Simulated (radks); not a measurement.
Task: Species: Co+. Configuration: [Ar] 3d8. Method: scalar-relativistic Kohn-Sham, r2SCAN, spin-unpolarised, spherical densities, finite nucleus; meta-GGA in the generalised Kohn-Sham scheme; Fermi nuclear charge, rms radius 3.7875 fm; computed with a radial shooting solver on a logarithmic mesh with Libxc functionals. Some entries of the table are withheld. Estimate them.

| orbital | occ. | eigenvalue (Ry) | <r^2> (bohr^2) |
|---|---|---|---|
| 1s | 2 | -560.1839 | 0.004249 |
| 2s | 2 | (1) | 0.07676 |
| 2p | 6 | (2) | 0.06207 |
| 3s | 2 | -8.00514 | (3) |
| 3p | 6 | (4) | 0.8030 |
| 3d | 8 | -0.89157 | (5) |

Result: 
(1) 2s eigenvalue (Ry): -66.95044
(2) 2p eigenvalue (Ry): -57.25078
(3) 3s <r^2> (bohr^2): 0.6993
(4) 3p eigenvalue (Ry): -5.21195
(5) 3d <r^2> (bohr^2): 1.750
